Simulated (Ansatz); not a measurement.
Species: sum formula Si$_{2}$N$_{2}$H$_{7}$ (charge 0, doublet). It need not be the lowest isomer of its formula. 
Coordinates optimised at B3LYP-D3(BJ)/def2-TZVP (Ansatz, a quantum-chemistry and plane-wave program):
SMILES: [NH][SiH2]N[SiH3]
```xyz
11

N     -1.9790     0.8506    -0.8063
Si    -1.1729    -0.4348     0.0669
N      0.3338     0.0503     0.7332
Si     1.8917     0.0666    -0.0254
H     -2.8649     0.5589    -1.2290
H     -0.9212    -1.5544    -0.8730
H     -2.0727    -0.8483     1.1753
H      0.2778     0.5158     1.6297
H      1.7604    -0.6853    -1.2924
H      2.9077    -0.5801     0.8399
H      2.3667     1.4407    -0.3193
```
Charge 0, spin multiplicity 2.

Basis-set convergence of Hartree-Fock and MP2 correlation energies (hartree) with Ansatz. Cores are frozen in the correlated levels unless marked. Open shells are spin-unrestricted. No spin-orbit coupling. Non-relativistic.

```
basis        functions       E(HF)  E(corr, MP2)
-----------  ---------  ----------  ------------
cc-pV(D+d)Z        109  -690.87714      -0.50322
cc-pV(T+d)Z        236  -690.94811      -0.63179
cc-pV(Q+d)Z        448  -690.96465      -0.67861
```

Extrapolating the two largest sets (X = 3 and 4) as X^-3: E(corr) = (64·(-0.67861) - 27·(-0.63179))/37 = -0.7128 Eh, an estimate of the basis-set limit. The largest set recovers 95.2 % of it, the smallest 70.6 %.
